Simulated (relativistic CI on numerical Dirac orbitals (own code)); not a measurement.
**Hyperfine structure of S12+, mass number 33**

Calculated at this level of theory: Dirac-Coulomb-Breit CI, orbitals from a KLI potential per configuration, model QED (radiative potential, 1s self-energy scaled to tabulated hydrogen-like ionisation energies), unscaled Slater integrals (own radial code, finite nucleus).

Configuration list (outside the closed core 1s2): 2s², 2s2p, 2p², 2p3s, 2p3p, 2s3s, 2s3p, 2s3d, 2s4s, 2s4p, 2s4d, 2s4f, 3s², 3s3p, 3p². Levels of other configurations are missing.

Nuclear spin I = 3/2, μ = 0.64325 μN, Q = -0.0694 b (tables of Stone and Pyykkö). The electronic factors are computed for point nuclear moments, without core polarisation or the Bohr-Weisskopf and QED corrections.

```csv
Level,E (eV),A (MHz),B (MHz)
2s2p ³P°1,25.368,17580,400
2s2p ³P°2,26.564,13310,-794
2s2p ¹P°1,49.957,3804,-795
2p² ³P1,65.914,-72.42,-392
2p² ³P2,66.917,3241,760
2p² ¹D2,73.986,4642,-1530
2s3s ³S1,373.167,28820,0.00961
2s3p ¹P°1,384.965,17190,-192
```

Levels with J = 0, under 50 % of one LS term, or S terms without an open s electron are left out. Small factors come from cancelling terms and can be off by tens of per cent or more.

At this charge energies of transitions that change n are usually good to better than 1 %, and those within a shell (Δn = 0) to a few per cent.

Give the hyperfine levels of 2s2p ³P°1 relative to its centre of gravity.

With K = F(F + 1) − I(I + 1) − J(J + 1), E = AK/2 + B[¾K(K + 1) − I(I + 1)J(J + 1)]/[2I(2I − 1)J(2J − 1)]: F = 1/2: -43450, F = 3/2: -17980, F = 5/2: 26470 MHz.
